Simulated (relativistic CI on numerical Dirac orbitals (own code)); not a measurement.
**Crystal-field levels of Pd⁴⁺, 4d6**

Calculated by Dirac-Coulomb-Breit CI, KLI orbitals optimised for each configuration, model QED, valence Slater integrals scaled by 0.75, one configuration in a parametric crystal field (own radial code).

Field parameters in Wybourne normalisation: D4h B²₀ = −7Ds, B⁴₀ = 21(Dq − Dt), B⁴₄ = 21√(5/14) Dq. The field is a parameter set, without covalency.

S is read from ⟨S²⟩ = S(S + 1).

Levels (cm⁻¹, degeneracy): 0 (1), 25326 (1), 25456 (1), 26116 (2), 27077 (1), 27117 (1), 31630 (2), 31742 (1), 32666 (1), 33353 (2), 34380 (1), 34527 (1).

**Question.** Which field gives this pattern?
A. D4h, 10Dq = 41900, Ds = -190, Dt = 750 cm⁻¹
B. D4h, 10Dq = 24900, Ds = 2580, Dt = 40 cm⁻¹
C. D4h, 10Dq = 11750, Ds = -470, Dt = 1190 cm⁻¹
D. D4h, 10Dq = 34400, Ds = -660, Dt = -370 cm⁻¹

**Answer.** A. D4h, 10Dq = 41900, Ds = -190, Dt = 750 cm⁻¹, ground level with S = 0.04.
